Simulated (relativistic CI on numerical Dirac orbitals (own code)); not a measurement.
## Gd18+: sensitivity of the levels to the model

Base calculation: Dirac-Coulomb-Breit CI, orbitals from a KLI potential per configuration, model QED, unscaled Slater integrals.

Configurations in the expansion (outside the closed core [Ar] 3d10): 4s2.4p6.4d10, 4s2.4p6.4d9.4f, 4s2.4p5.4d10.4f, 4s2.4p6.4d9.5s, 4s2.4p6.4d9.5p, 4s.4p6.4d10.4f, 4s2.4p6.4d9.5d, 4s2.4p5.4d10.5s. Double excitations out of closed p, d and f shells are left out; levels of such configurations are missing from the list, as are those of other unlisted configurations, and high levels can miss mixing partners.

The lowest level and the first level of each name with at least 55 % of one term (blank where a level has no safe partner in the second run):

```csv
Level,Base (cm⁻¹),Shift (cm⁻¹)
4s2.4p6.4d10 1S_0,0,0
4s2.4p6.4d9.4f 3P°_0,1120352,-21
4s2.4p6.4d9.4f 3P°_1,1129104,-24
4s2.4p6.4d9.4f 3P°_2,1146847,-26
4s2.4p6.4d9.4f 3H°_6,1161324,-35
4s2.4p6.4d9.4f 3H°_5,1162300,-35
4s2.4p6.4d9.4f 3F°_3,1178815,+389
4s2.4p6.4d9.4f 3F°_4,1188643,+467
4s2.4p6.4d9.4f 3G°_5,1200078,-35
4s2.4p6.4d9.4f 3D°_1,1200324,-33
4s2.4p6.4d9.4f 3G°_3,1245891,+182
4s2.4p6.4d9.4f 1F°_3,1264363,-1
4s2.4p6.4d9.5s 3D_3,1456838,
4s2.4p6.4d9.5s 3D_1,1511132,
4s2.4p6.4d9.4f 1P°_1,1527370,+699
4s2.4p6.4d9.5p 3P°_2,1689443,
4s2.4p6.4d9.5p 3F°_2,1746915,
4s2.4p6.4d9.5p 3F°_4,1776125,
4s2.4p6.4d9.5p 1P°_1,1783500,
4s2.4p6.4d9.5p 1D°_2,1783766,
4s2.4p6.4d9.5p 3D°_3,1792233,
4s2.4p6.4d9.5p 3P°_0,1817099,
```

At this charge energies of transitions that change n are usually good to better than 1 %, and those within a shell (Δn = 0) to a few per cent.

**Question.** One thing was changed in a second run, which moved the levels as shown. Which?
A. QED terms removed
B. only the first 3 configurations
C. Breit term removed
D. one mean potential for all configurations

**Answer.** B. Only the first 3 configurations. With fewer configurations the levels that remain lose their mixing partners.

LS names give the leading component of a level, which can be under half, so a name can repeat, a term be missing and a line seem to break the LS rules.
